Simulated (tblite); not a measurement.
C6H13BNP.
SMILES with atom numbers: `[BH3-:1][P@+:2]1([NH2:3])[CH:4]=[CH:5][C@@H:6]([CH3:7])[CH:8]=[CH:9]1` (hydrogens: H10, H11, H12 on B1; H13, H14 on N3; H15 on C4; H16 on C5; H17 on C6; H18, H19, H20 on C7; H21 on C8; H22 on C9)
Bond orders are those of one Lewis drawing.

Computed with GFN2-xTB (tblite), gas phase: L-BFGS steps from a force-field or distance-geometry start until the largest atomic force falls under 0.01 eV/Å.

The end geometry, which sets the zero of energy:
```
atom  x, y, z in Å
B1     -2.1776   -0.8283    1.4206
P2     -1.4166    0.0834   -0.1040
N3     -2.5977    0.6992   -1.1565
C4     -0.3651   -0.8666   -1.2241
C5      0.9384   -0.9089   -0.9911
C6      1.5690   -0.1609    0.1552
C7      3.0918   -0.1429    0.0488
C8      1.0018    1.2292    0.2525
C9     -0.2962    1.4742    0.1327
H10    -2.7954    0.0259    1.9827
H11    -2.8724   -1.6542    0.9054
H12    -1.2904   -1.2838    2.0632
H13    -3.4542    0.1614   -1.0528
H14    -2.8108    1.6704   -0.9515
H15    -0.8414   -1.3928   -2.0382
H16     1.6108   -1.4750   -1.6213
H17     1.2814   -0.6891    1.0766
H18     3.4836   -1.1572    0.0312
H19     3.5287    0.3770    0.8987
H20     3.4012    0.3627   -0.8641
H21     1.7130    2.0271    0.4172
H22    -0.7120    2.4686    0.2171
```

Question: These geometries come from the run, each turned onto the end geometry. Order them by energy, lowest first.
A.
```
atom  x, y, z in Å
B1     -2.2638   -0.8031    1.4177
P2     -1.4271    0.0568   -0.0971
N3     -2.5486    0.7081   -1.1944
C4     -0.3549   -0.9077   -1.1867
C5      0.9489   -0.9493   -0.9537
C6      1.6037   -0.1773    0.1621
C7      3.1168   -0.0878   -0.0313
C8      0.9985    1.1920    0.3107
C9     -0.3016    1.4284    0.2005
H10    -2.8369    0.0970    1.9565
H11    -2.9984   -1.5988    0.9100
H12    -1.4091   -1.2931    2.0793
H13    -3.4175    0.1835   -1.1409
H14    -2.7562    1.6792   -0.9831
H15    -0.8253   -1.4546   -1.9917
H16     1.6127   -1.5510   -1.5614
H17     1.3985   -0.7250    1.0941
H18     3.5588   -1.0788   -0.1001
H19     3.5750    0.4290    0.8085
H20     3.3452    0.4573   -0.9449
H21     1.6928    1.9988    0.5053
H22    -0.7215    2.4158    0.3388
```
B.
```
atom  x, y, z in Å
B1     -2.4257   -0.8128    1.3697
P2     -1.4313    0.0650   -0.0356
N3     -2.4662    0.7463   -1.2002
C4     -0.3531   -0.9615   -1.0538
C5      0.9549   -0.9972   -0.8476
C6      1.6733   -0.1705    0.1839
C7      3.1544   -0.0200   -0.1722
C8      1.0315    1.1739    0.3790
C9     -0.2712    1.4047    0.2863
H10    -3.0929    0.0564    1.8432
H11    -3.0671   -1.6128    0.7531
H12    -1.6505   -1.2976    2.1231
H13    -3.3438    0.2327   -1.2102
H14    -2.6772    1.7157   -0.9832
H15    -0.8353   -1.5762   -1.8011
H16     1.5868   -1.6447   -1.4412
H17     1.6047   -0.7099    1.1403
H18     3.6224   -0.9961   -0.2779
H19     3.6826    0.5280    0.6048
H20     3.2641    0.5199   -1.1107
H21     1.7147    1.9850    0.5967
H22    -0.6849    2.3911    0.4520
```
C.
```
atom  x, y, z in Å
B1     -2.3347   -0.8400    1.2717
P2     -1.4450    0.1554   -0.0984
N3     -2.5018    0.8618   -1.2256
C4     -0.3733   -0.8916   -1.0854
C5      0.9035   -1.0441   -0.7609
C6      1.6527   -0.2007    0.2372
C7      3.1095   -0.0296   -0.2450
C8      1.0165    1.1355    0.5079
C9     -0.2640    1.4382    0.3200
H10    -3.2155   -0.1354    1.6435
H11    -2.7125   -1.7965    0.6686
H12    -1.5344   -1.0901    2.1014
H13    -3.3678    0.3251   -1.1993
H14    -2.7153    1.8207   -0.9613
H15    -0.8629   -1.4948   -1.8385
H16     1.5063   -1.8063   -1.2466
H17     1.6608   -0.7460    1.1936
H18     3.7431   -0.8468    0.0969
H19     3.5417    0.9029    0.1130
H20     3.1361   -0.0099   -1.3336
H21     1.6974    1.8853    0.9009
H22    -0.6506    2.4264    0.5385
```
D.
```
atom  x, y, z in Å
B1     -2.4108   -0.8445    1.3604
P2     -1.4421    0.0729   -0.0198
N3     -2.4007    0.8034   -1.2172
C4     -0.3740   -0.9637   -1.0252
C5      0.9350   -0.9953   -0.8351
C6      1.6594   -0.1615    0.1845
C7      3.1329   -0.0269   -0.1995
C8      1.0209    1.1811    0.3995
C9     -0.2849    1.3994    0.3388
H10    -3.1797   -0.0394    1.7942
H11    -2.9643   -1.7139    0.7501
H12    -1.6023   -1.2438    2.1383
H13    -3.2888    0.3197   -1.3018
H14    -2.5931    1.7711   -0.9808
H15    -0.8687   -1.5825   -1.7587
H16     1.5637   -1.6461   -1.4286
H17     1.6032   -0.6985    1.1411
H18     3.6407   -0.9885   -0.1144
H19     3.6390    0.6921    0.4463
H20     3.2081    0.3168   -1.2312
H21     1.7040    1.9923    0.6223
H22    -0.7075    2.3751    0.5351
```
E.
```
atom  x, y, z in Å
B1     -2.4048   -0.8723    1.3543
P2     -1.4680    0.1057   -0.0410
N3     -2.4393    0.8494   -1.2278
C4     -0.3806   -0.9223   -1.0412
C5      0.9167   -1.0114   -0.7932
C6      1.6598   -0.1787    0.2095
C7      3.1256   -0.0293   -0.2278
C8      1.0152    1.1553    0.4375
C9     -0.2826    1.4070    0.3377
H10    -3.2266   -0.1257    1.7818
H11    -2.8665   -1.8009    0.7637
H12    -1.5893   -1.1878    2.1551
H13    -3.3223    0.3587   -1.3376
H14    -2.6293    1.8229   -1.0100
H15    -0.8412   -1.5221   -1.8100
H16     1.5400   -1.6889   -1.3608
H17     1.6613   -0.7065    1.1724
H18     3.6906   -0.9300    0.0121
H19     3.5977    0.8132    0.2764
H20     3.1860    0.1390   -1.3031
H21     1.7041    1.9459    0.7063
H22    -0.6568    2.3984    0.5440
```

Answer: A (0.005 eV), B (0.016 eV), D (0.046 eV), E (0.085 eV), C (0.157 eV).

In the order of the answer:

```tsv
step	E above end (eV)	largest force (eV/Å)	rms force component (eV/Å)	rms distance from end (Å)	rms bond change (Å)	bond most changed (Å)
100	0.005	0.05	0.013	0.099	0.001	P2–C9 -0.003
57	0.016	0.03	0.009	0.251	0.002	C6–C7 +0.004
35	0.046	0.13	0.047	0.291	0.004	B1–P2 -0.013
24	0.085	0.15	0.051	0.337	0.005	B1–P2 +0.012
13	0.157	0.19	0.060	0.390	0.007	B1–P2 -0.020
```
